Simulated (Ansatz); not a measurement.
C2H9InOSi (`[CH3][In]([CH3])[O][SiH3]`), one more setting.

```yaml
crystal:
  periodic: [false, false, false]
  atoms:
    - {symbol: C, position_ang: [-2.464855, 1.087109, 0.606815]}
    - {symbol: In, position_ang: [-0.425041, 0.669257, 0.152353]}
    - {symbol: C, position_ang: [1.465042, 1.614823, -0.154101]}
    - {symbol: O, position_ang: [-0.244152, -1.328784, -0.045220]}
    - {symbol: Si, position_ang: [0.890831, -2.420347, -0.407100]}
    - {symbol: H, position_ang: [-2.546679, 1.689217, 1.512439]}
    - {symbol: H, position_ang: [-2.983978, 0.139724, 0.747542]}
    - {symbol: H, position_ang: [-2.930395, 1.636196, -0.213114]}
    - {symbol: H, position_ang: [1.957955, 1.148949, -1.007906]}
    - {symbol: H, position_ang: [1.361839, 2.685531, -0.326337]}
    - {symbol: H, position_ang: [2.087582, 1.455131, 0.728212]}
    - {symbol: H, position_ang: [0.438246, -3.324435, -1.504404]}
    - {symbol: H, position_ang: [1.226262, -3.271773, 0.772387]}
    - {symbol: H, position_ang: [2.167341, -1.780597, -0.861575]}
basis:
  gaussian: {orbitals: def2-SVPD}
magnetization: {spin_polarized: true, initial_magnetization: 0}
hamiltonian: {xc: {name: SVWN5}}
```

```sh
$ ansatz run in.yaml --threads 2 --pin off --events-out ev --progress --plain --max-ram 32768MiB --backend cpu
```

Output, abridged:

```
Functional definition: SVWN5
1680 factors; their error is unknown
mean field evaluation 1: about -17214.8434 eV, gradient 7.3e1 eV
mean field evaluation 2: about -17100.6400 eV, gradient 1.5e2 eV
mean field evaluation 4: about -17238.5084 eV, gradient 7.2e0 eV
mean field evaluation 8: about -17238.8370 eV, gradient 1.1e-1 eV
mean field evaluation 16: about -17238.7866 eV, gradient 5.3e-4 eV
mean field -17238.78661195 eV, -633.5137231200 hartree, gradient 3.4e-5 eV, S^2 0.000000; 0 other end points of the search recorded, 0 dependent functions left out
reference -17238.78667611 eV, -633.5137254777 hartree; 32, 32 occupied and 159, 159 virtual orbitals, 1680 factors
Total energy: -17238.78667611 eV, -633.5137254777 hartree
```

It took 2.6 s on 2 threads of an AMD EPYC 7R13 on a shared host, with 0.69 GiB of host memory at the peak.
